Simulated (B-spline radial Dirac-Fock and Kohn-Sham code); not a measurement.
**Atomic SCF run for Ru**

ΔSCF core binding energies without Breit or QED terms, calculated with a radial finite-basis atomic code. Keys: rel is the Hamiltonian (dirac, or spin-free x2c and nr, where L3 and M5 stand for the whole 2p and 3d shells), method is hf or an exchange,correlation pair (spin-unpolarised, also for the hole states), nuc the nuclear model, radius_factor scales its radius, rmax is the box in bohr, h the logarithmic mesh step, order the B-spline order, points the quadrature points per cell, c_factor scales the speed of light, and damp, ndamp, maxit and tol steer the iteration. The run stops when the commutator error falls below 10·tol·max(1, Z/10), or the numerical noise floor, and the energy has settled to about 1e-8 Ha; the virial ratio is −V/T.

Input (task.json):

```json
{"items": [{"Z": 44, "q": 0, "cfg": [[1, 0, 2], [2, 0, 2], [2, 1, 6], [3, 0, 2], [3, 1, 6], [3, 2, 10], [4, 0, 2], [4, 1, 6], [4, 2, 7], [5, 0, 1]], "A": 102, "rrms": 4.4809, "do": "settings", "holes": ["K", "L3", "M5"],
  "settings": [{"rel": "dirac", "method": "hf", "nuc": "fermi", "radius_factor": 1.0, "rmax": 45.0, "h": 0.3, "order": 8, "points": 10, "c_factor": 0.2416, "maxit": 83, "damp": 0.5, "ndamp": 3, "tol": 1e-08}]}]}
```

Command: `python xray2_run.py task.json out`

Ground-state iterations:

```
iter   energy (Ha)        error
   1    -7067.87595038  1.11e+01
   2    -7100.48500039  1.82e+00
   3    -7138.16516999  4.71e-01
   4    -7139.18776810  2.08e-01
   5    -7139.26876778  4.36e-02
   6    -7139.29997855  3.07e-02
   7    -7139.33281377  6.75e-03
   8    -7139.33318889  6.05e-04
   9    -7139.33319581  1.44e-04
  10    -7139.33319656  1.08e-05
  11    -7139.33319661  5.22e-06
  12    -7139.33319661  6.57e-07
  13    -7139.33319661  3.64e-08
```

The ground state converged in 13 iterations, with total energy -7139.33320 Ha, virial ratio 1.23731 and highest orbital energy -5.22 eV. ΔSCF binding energies: K (1s) 33351.0 eV, L3 (2p3/2) 2646.6 eV, M5 (3d5/2) 185.1 eV.

Question: One setting is unsound. Which, and why?

Answer: c_factor makes c so small that Zα exceeds 1, so any numbers that come out have no meaning. With the default settings (Dirac Hartree-Fock): The ground state converged in 11 iterations, with total energy -4529.26935 Ha, virial ratio 1.96079 and highest orbital energy -6.07 eV. ΔSCF binding energies: K (1s) 22188.6 eV, L3 (2p3/2) 2851.7 eV, M5 (3d5/2) 287.8 eV.
